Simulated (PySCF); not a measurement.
Zn(Et) (C2H5Zn), SMILES C[CH2][Zn+], charge +1. Coordinates come from a PBE-D3(BJ)/def2-SVP optimisation. The multiplicity is an assumed one; other spin states were not compared. The isomer is the one that the SMILES or the coordinates give; other isomers of the formula were not compared.

Task: Give the equilibrium geometry at PBE-D3(BJ)/def2-SVP (PySCF confirms it by a frequency run) as Cartesian coordinates in Å, and its point group. (The exact figures need the calculation; the answer reports its results.)

Result: point group Cs.
```xyz
8

Zn    -0.0791    -0.9066     0.0000
C      0.6699     0.9894     0.0000
C     -0.3908     2.0480     0.0000
H      1.2926     0.9238     0.9161
H      1.2926     0.9238    -0.9161
H     -1.0240     2.0527    -0.9073
H     -1.0240     2.0527     0.9073
H      0.1616     3.0215     0.0000
```
Charge +1, spin multiplicity 1.
